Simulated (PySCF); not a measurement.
Calculation: PySCF 2.14.0 with PBE0-D3(BJ)/def2-TZVP // PBE0-D3(BJ)/def2-SVP. Isolated molecules, 0 K electronic values unless said otherwise. Delta-SCF ions had no search for a lower state. 

Reference species (SMILES): `c12cccccc-1cc([SiH3])c2` (neutral, multiplicity 1).

```yaml
LUMO: -2.35 eV
vertical ionisation energy (Delta-SCF): 7.34 eV
```

Changed species: `c1c2-c(ccc(c1)[SiH3])ccc2`.

Task: What does the change do to the LUMO and vertical ionisation energy (Delta-SCF)?

Result: the LUMO is nearly the same; the vertical ionisation energy (Delta-SCF) hardly moves.
